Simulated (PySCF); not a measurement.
# Radial density of Gd⁵¹⁺ (gadolinium, charge +51)

UHF, [Ne] 3s2 3p1, 2P determinant. Computed with PySCF 2.14 in an uncontracted even-tempered set (16 s from 11 bohr⁻², ratio 2.5; 10 p from 15 bohr⁻², ratio 2.5; 4 d from 58 bohr⁻², ratio 2.7; 4 f from 87 bohr⁻², ratio 2.7), with the non-relativistic Hamiltonian (point nucleus).

```json
{"r (bohr)": "0.000400", "4πr²ρ (e/bohr)": "0.3585", "4πr²(ρα − ρβ)": "0.0000"}
{"r (bohr)": "0.000673", "4πr²ρ (e/bohr)": "0.9794", "4πr²(ρα − ρβ)": "0.0000"}
{"r (bohr)": "0.00113", "4πr²ρ (e/bohr)": "2.613", "4πr²(ρα − ρβ)": "0.0000"}
{"r (bohr)": "0.00191", "4πr²ρ (e/bohr)": "6.697", "4πr²(ρα − ρβ)": "0.0002"}
{"r (bohr)": "0.00320", "4πr²ρ (e/bohr)": "16.04", "4πr²(ρα − ρβ)": "0.0011"}
{"r (bohr)": "0.00539", "4πr²ρ (e/bohr)": "34.33", "4πr²(ρα − ρβ)": "0.0069"}
{"r (bohr)": "0.00907", "4πr²ρ (e/bohr)": "60.87", "4πr²(ρα − ρβ)": "0.0417"}
{"r (bohr)": "0.0153", "4πr²ρ (e/bohr)": "79.91", "4πr²(ρα − ρβ)": "0.2205"}
{"r (bohr)": "0.0257", "4πr²ρ (e/bohr)": "72.31", "4πr²(ρα − ρβ)": "0.8753"}
{"r (bohr)": "0.0431", "4πr²ρ (e/bohr)": "73.07", "4πr²(ρα − ρβ)": "2.0098"}
{"r (bohr)": "0.0726", "4πr²ρ (e/bohr)": "95.35", "4πr²(ρα − ρβ)": "1.2099"}
{"r (bohr)": "0.122", "4πr²ρ (e/bohr)": "43.81", "4πr²(ρα − ρβ)": "0.6200"}
{"r (bohr)": "0.205", "4πr²ρ (e/bohr)": "19.76", "4πr²(ρα − ρβ)": "5.7456"}
{"r (bohr)": "0.345", "4πr²ρ (e/bohr)": "4.617", "4πr²(ρα − ρβ)": "1.3482"}
{"r (bohr)": "0.581", "4πr²ρ (e/bohr)": "0.04843", "4πr²(ρα − ρβ)": "0.0094"}
```

A non-relativistic calculation at this Z misses sizeable relativistic shifts. Spin-orbit coupling, absent here, splits the open shell strongly.
